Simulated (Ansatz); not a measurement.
Compare A (`FCN[SiH3]`) with its isomer B (`NC[SiH2]F`).

Program: Ansatz. Geometries: PBE0-D4/def2-TZVP. ΔE: electronic, gas phase. CCSD(T)/CBS is the MP2 limit (def2-TZVPP, def2-QZVPP) plus CCSD(T) − MP2 in def2-TZVPP, frozen cores. Functionals use def2-TZVPP. B3LYP here is the variant with VWN-RPA as its local correlation; programs differ in this. Each species was taken in one conformer, which may not be the lowest.

Which isomer does CCSD(T)/CBS put lower? Give the gap. (Best estimate.)

The calculation gave: B, by 125.6 kJ/mol.

Give E(B) − E(A) in kJ/mol with MP2/def2-TZVPP, CCSD(T)/def2-TZVPP, B3LYP, BLYP-D4, r2SCAN-D4, B2PLYP, PBE-D4. (An estimate is asked.)

The calculation gave: MP2/def2-TZVPP -126.4, CCSD(T)/def2-TZVPP -119.9, B3LYP -114.5, BLYP-D4 -110.7, r2SCAN-D4 -117.1, B2PLYP -118.6, PBE-D4 -111.7. None reverses the order clearly.

Does the order hold for the free energy at 298.15 K (harmonic terms from PBE0-D4)? (Best estimate.)

Ansatz gave: Yes: G(B) − G(A) = -120.5 kJ/mol, for one conformer each.

Largest T1 diagnostic: 0.011.

At CCSD(T), def2-SVP lies +26.4 kJ/mol from the extrapolated value and def2-TZVPP +5.8 kJ/mol. Leaving LDA and LC-ωPBE aside and taking each functional with its dispersion term where it has one, the values, not all of them listed here, spread over 10.5 kJ/mol, from PBE-QIDH to revPBE-D4. LDA lies +3.9 kJ/mol from PBE without D4.
